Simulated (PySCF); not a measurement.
# H₂TcO₂: from structure and modes to constants

Computed with UPBE/[Tc def2-SVP with ECP28, O def2-SVP, H def2-SVP], scalar-relativistic core potentials, density fitting, no spin–orbit coupling, PySCF.

The doublet minimum has C2v symmetry. Masses (u): Tc 98.90722, O 15.99492, H 1.00782.

```xyz
5
charge 0 multiplicity 2, angstrom
Tc    0.0000    0.0000    0.1720
O     0.0000    1.4882   -0.6104
O     0.0000   -1.4882   -0.6104
H     1.2315    0.0000    1.2818
H    -1.2315    0.0000    1.2818
```

Harmonic wavenumbers (cm⁻¹): 297.0 (a1, ×1), 306.1 (b1, ×1), 358.5 (a1, ×1), 667.8 (a2, ×1), 673.3 (b2, ×1), 997.3 (b2, ×1), 1004.5 (a1, ×1), 1986.0 (b1, ×1), 2008.8 (a1, ×1).

Task: Find the principal moments of inertia and the rotational constants. What kind of rotor is it?

Result: About the centre of mass I = 21.213, 73.905, 89.004 u Å². With B = 16.8576/I this gives 0.7947, 0.2281, 0.1894 cm⁻¹. The molecule is an asymmetric top with κ = -0.87.

Task: Find the vibrational entropy and heat capacity at 298.15 K.

Result: With u = 1.43878 ω/T, each mode gives S = R[u/(eᵘ−1) − ln(1−e⁻ᵘ)] and C = R u² eᵘ/(eᵘ−1)².
```json
{"ω (cm⁻¹)": "297.0", "u": "1.433", "S (J/(mol K))": "6.00", "C (J/(mol K))": "7.03"}
{"ω (cm⁻¹)": "306.1", "u": "1.477", "S (J/(mol K))": "5.79", "C (J/(mol K))": "6.95"}
{"ω (cm⁻¹)": "358.5", "u": "1.730", "S (J/(mol K))": "4.72", "C (J/(mol K))": "6.52"}
{"ω (cm⁻¹)": "667.8", "u": "3.223", "S (J/(mol K))": "1.45", "C (J/(mol K))": "3.73"}
{"ω (cm⁻¹)": "673.3", "u": "3.249", "S (J/(mol K))": "1.42", "C (J/(mol K))": "3.69"}
{"ω (cm⁻¹)": "997.3", "u": "4.813", "S (J/(mol K))": "0.40", "C (J/(mol K))": "1.59"}
{"ω (cm⁻¹)": "1004.5", "u": "4.847", "S (J/(mol K))": "0.38", "C (J/(mol K))": "1.56"}
{"ω (cm⁻¹)": "1986.0", "u": "9.584", "S (J/(mol K))": "0.01", "C (J/(mol K))": "0.05"}
{"ω (cm⁻¹)": "2008.8", "u": "9.694", "S (J/(mol K))": "0.01", "C (J/(mol K))": "0.05"}
```
The sums over all modes are S = 20.2 and C = 31.2 J/(mol K); the softest mode gives 30 % of the entropy.

Task: Give the standard entropy (298.15 K, 1 bar) by its translational, rotational, vibrational and spin parts, and Cp.

Result: Sackur–Tetrode with M = 132.91 u gives 169.8; rotation with symmetry number 2 gives 92.0; vibration 20.2; spin R ln 2 = 5.8. The total is 287.8 J/(mol K), and Cp = 4 R + 31.2 = 64.4 J/(mol K).

This need not be the most stable arrangement of these atoms. Open d and f shells are described by one determinant, and the ground state may have another occupation or spin.
